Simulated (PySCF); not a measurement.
CuH4O2, SMILES [Cu+](<-[OH2])<-[OH2], charge +1, multiplicity 1. Coordinates come from a PBE-D3(BJ)/def2-TZVP optimisation. The multiplicity is an assumed one; other spin states were not compared.

Computed equilibrium geometry at PBE-D3(BJ)/def2-TZVP (PySCF confirms it by a frequency run) as Cartesian coordinates in Å, and its point group:
point group C2.
```xyz
7

Cu     0.0000     0.0000     0.0062
O     -1.8964     0.0472    -0.0442
H     -2.4123     0.3828     0.7119
H     -2.4009    -0.6827    -0.4484
O      1.8964    -0.0472    -0.0442
H      2.4123    -0.3828     0.7119
H      2.4009     0.6827    -0.4484
```
Charge +1, spin multiplicity 1.
